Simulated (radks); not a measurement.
The numbers below are computed, except where a source is named.
Task: Isoelectronic series with 2 electrons, each ion in its NIST ground configuration. Level of theory: non-relativistic Kohn-Sham, PBE, spin-unpolarised, spherical densities, point nucleus (a radial shooting solver on a logarithmic mesh with Libxc functionals). Total energies (hartree) and orbital eigenvalues (eV):

| ion | configuration | E (hartree) | 1s |
|---|---|---|---|
| He | [He] | -2.89293 | -15.7633 |
| B3+ | [He] | -21.98199 | -231.3162 |
| O6+ | [He] | -59.06832 | -691.7388 |
| Si12+ | [He] | -187.23994 | -2347.271 |
| Cl15+ | [He] | -278.32562 | -3542.388 |
| Ca18+ | [He] | -387.41128 | -4982.407 |
| V21+ | [He] | -514.49692 | -6667.328 |
| Fe24+ | [He] | -659.58256 | -8597.151 |
| Cu27+ | [He] | -822.66820 | -10771.88 |
| Ge30+ | [He] | -1003.75383 | -13191.50 |
| Br33+ | [He] | -1202.83946 | -15856.04 |
| Sr36+ | [He] | -1419.92510 | -18765.47 |
| Nb39+ | [He] | -1655.01073 | -21919.80 |
| Ru42+ | [He] | -1908.09636 | -25319.04 |
| Sn48+ | [He] | -2468.26763 | -32852.22 |
| I51+ | [He] | -2775.35326 | -36986.17 |

Estimate the row of Ag45+ ([He]).

Result: E (hartree) -2179.18199; 1s -28963.18.
